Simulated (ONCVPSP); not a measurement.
## Which change was made? (Mn, ONCV)

```json
{"Element": "manganese (Mn)", "Generator": "ONCVPSP 4.0.1", "Type": "optimised norm-conserving Vanderbilt (ONCV)", "Functional": "PBE", "Relativity": "scalar-relativistic", "Frozen core": "[Ne]", "Valence charge": "15", "Reference configuration": "3s2 3p6 3d5 4s2", "Partial waves": "3s+4s: rc 1.40 bohr, ncon 4, nbas 9, qcut 7.5 1/bohr, 2 projectors; 3p: rc 1.45 bohr, ncon 4, nbas 9, qcut 8 1/bohr, 2 projectors, debl 0.7 Ha; 3d: rc 1.80 bohr, ncon 3, nbas 8, qcut 8.1 1/bohr, 3 projectors, debl 3.7 Ha", "Local potential": "polynomial inside 1.25 bohr (lpopt 3, dvloc0 0 Ha)", "Core correction": "Teter function, fcfact 2.75, rcfact 1.7"}
```

In the p channel the program set the typed energies aside and used -2.006, 0.250 Ha.

Cutoffs, loose and tight: the cutoffs (Ha) at which the residual kinetic energy of the hardest occupied pseudo-wave falls to 1 and 0.1 mHa per electron. They do not see the model core or the augmentation charge, which bear on the density cutoff. Test errors are all-electron minus pseudo excitation energies from the reference, over the configurations 3s2 3p6 3d5 4s1; 3s2 3p6 3d5 4s0; 3s2 3p6 3d4 4s0; 3s2 3p6 3d6 4s0; variants that change the core or the reference have their own tests.

The base gives: outcome: generated, projector energies reset by the program; cutoff, loose: 27 Ha; cutoff, tight: 30 Ha; bound ghosts: none; GHOST(+) flags above zero: none; largest test error (meV): +98.

(1) After one change the result is: outcome: generated, projector energies reset by the program; cutoff, loose: 31 Ha; cutoff, tight: 35 Ha; bound ghosts: none; GHOST(+) flags above zero: none; largest test error (meV): +71. Which change was it?
A. s: qcut 8.5; p: qcut 9.1; d: qcut 9.2
B. s: qcut 9.2; p: qcut 9.9; d: qcut 10
C. s: qcut 6.2; p: qcut 6.6; d: qcut 6.7
D. s: qcut 10.4; p: qcut 11; d: qcut 11.2

## Answers

(1) A. The others give: s: qcut 6.2; p: qcut 6.6; d: qcut 6.7 → outcome: generated, projector energies reset by the program; cutoff, loose: 25 Ha; cutoff, tight: 117 Ha; bound ghosts: none; GHOST(+) flags above zero: none; largest test error (meV): +151 | s: qcut 9.2; p: qcut 9.9; d: qcut 10 → outcome: generated, projector energies reset by the program; cutoff, loose: 34 Ha; cutoff, tight: 39 Ha; bound ghosts: none; GHOST(+) flags above zero: none; largest test error (meV): +56 | s: qcut 10.4; p: qcut 11; d: qcut 11.2 → outcome: generated, projector energies reset by the program; cutoff, loose: 38 Ha; cutoff, tight: 44 Ha; bound ghosts: none; GHOST(+) flags above zero: none; largest test error (meV): +44.
